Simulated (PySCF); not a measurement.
## Circular dichroism: `InChI=1S/C7H11N/c1-3-5-7-6(4-2)8-7/h2,6-8H,3,5H2,1H3/t6-,7+/m0/s1`

Molfile (atoms numbered from 1):
```
C7H11N
     RDKit          3D

 19 19  0  0  0  0  0  0  0  0999 V2000
    2.8568   -1.6098   -1.2848 C   0  0  0  0  0  0  0  0  0  0  0  0
    2.5331   -0.5703   -0.7833 C   0  0  0  0  0  0  0  0  0  0  0  0
    2.1359    0.6347   -0.1241 C   0  0  2  0  0  0  0  0  0  0  0  0
    1.5815    0.5929    1.2228 N   0  0  0  0  0  0  0  0  0  0  0  0
    0.6940    0.9169    0.1317 C   0  0  2  0  0  0  0  0  0  0  0  0
   -0.3851   -0.0423   -0.3102 C   0  0  0  0  0  0  0  0  0  0  0  0
   -1.6153    0.0510    0.5937 C   0  0  0  0  0  0  0  0  0  0  0  0
   -2.7040   -0.9257    0.1682 C   0  0  0  0  0  0  0  0  0  0  0  0
    3.1555   -2.5014   -1.7495 H   0  0  0  0  0  0  0  0  0  0  0  0
    2.7995    1.4771   -0.2978 H   0  0  0  0  0  0  0  0  0  0  0  0
    1.4591   -0.3538    1.5727 H   0  0  0  0  0  0  0  0  0  0  0  0
    0.3963    1.9618    0.1217 H   0  0  0  0  0  0  0  0  0  0  0  0
    0.0064   -1.0633   -0.2961 H   0  0  0  0  0  0  0  0  0  0  0  0
   -0.6685    0.1885   -1.3407 H   0  0  0  0  0  0  0  0  0  0  0  0
   -2.0054    1.0707    0.5616 H   0  0  0  0  0  0  0  0  0  0  0  0
   -1.3192   -0.1567    1.6244 H   0  0  0  0  0  0  0  0  0  0  0  0
   -3.5699   -0.8396    0.8204 H   0  0  0  0  0  0  0  0  0  0  0  0
   -2.3394   -1.9499    0.2142 H   0  0  0  0  0  0  0  0  0  0  0  0
   -3.0209   -0.7220   -0.8525 H   0  0  0  0  0  0  0  0  0  0  0  0
  1  2  3  0
  2  3  1  0
  3  4  1  0
  4  5  1  0
  5  6  1  0
  6  7  1  0
  7  8  1  0
  5  3  1  0
  1  9  1  0
  3 10  1  1
  4 11  1  0
  5 12  1  1
  6 13  1  0
  6 14  1  0
  7 15  1  0
  7 16  1  0
  8 17  1  0
  8 18  1  0
  8 19  1  0
M  END
```

Theory: TDDFT B3LYP/def2-SVPD circular dichroism and optical rotation, one conformer, gas phase (PySCF). Geometry: GFN2-xTB.

The molecule is flexible and this is one conformer; a measurement averages over conformers. States above about 6.7 eV (minus the energy of the highest occupied orbital) lie near or above the ionisation threshold and depend on the basis.

What are the CIP labels of the stereocentres?

C3 S, C5 R.

Which excitations and rotatory strengths does the calculation give?

Rotatory strengths R in 10⁻⁴⁰ esu² cm², velocity form and length form (origin at the centre of mass); f in length form.
| state | E (eV) | λ (nm) | f | R (velocity) | R (length) | main |
| --- | --- | --- | --- | --- | --- | --- |
| 1 | 5.92 | 209 | 0.011 | +19.6 | +19.8 | HOMO→LUMO 0.51, HOMO→LUMO+2 0.40 |
| 2 | 6.22 | 199 | 0.078 | -25.1 | -26.9 | HOMO→LUMO+2 0.36, HOMO→LUMO 0.27 |
| 3 | 6.38 | 194 | 0.026 | -40.0 | -37.3 | HOMO→LUMO+1 0.66, HOMO→LUMO+2 0.12 |
| 4 | 6.67 | 186 | 0.007 | -5.7 | -5.5 | HOMO−1→LUMO 0.54, HOMO−1→LUMO+1 0.22 |
| 5 | 6.84 | 181 | 0.008 | +19.8 | +19.3 | HOMO→LUMO+3 0.87 |
| 6 | 6.86 | 181 | 0.013 | -3.2 | -3.0 | HOMO→LUMO+4 0.72 |
| 7 | 7.03 | 176 | 0.016 | +13.3 | +13.4 | HOMO−2→LUMO 0.53, HOMO−1→LUMO+2 0.16 |
| 8 | 7.17 | 173 | 0.014 | -7.6 | -8.3 | HOMO→LUMO+5 0.39, HOMO−2→LUMO+2 0.19 |
| 9 | 7.38 | 168 | 0.004 | -5.9 | -5.5 | HOMO→LUMO+5 0.42, HOMO−2→LUMO+2 0.41 |
| 10 | 7.49 | 166 | 0.034 | -7.2 | -5.5 | HOMO−1→LUMO+1 0.57, HOMO−1→LUMO+3 0.20 |
| 11 | 7.58 | 164 | 0.005 | +8.8 | +7.2 | HOMO→LUMO+7 0.54, HOMO→LUMO+6 0.32 |
| 12 | 7.63 | 162 | 0.007 | -0.6 | -1.0 | HOMO→LUMO+6 0.60, HOMO→LUMO+7 0.34 |

Among the states computed, the strongest CD band (largest |R|) is state 3. The largest dissymmetry factor in size, g = 4R/(D+G), with D and G the electric and magnetic dipole strengths, is +0.022 for state 5 (velocity form, f = 0.009), among bands with |R| over 0.5. The mirror image has the same energies and oscillator strengths and all R with the opposite sign.
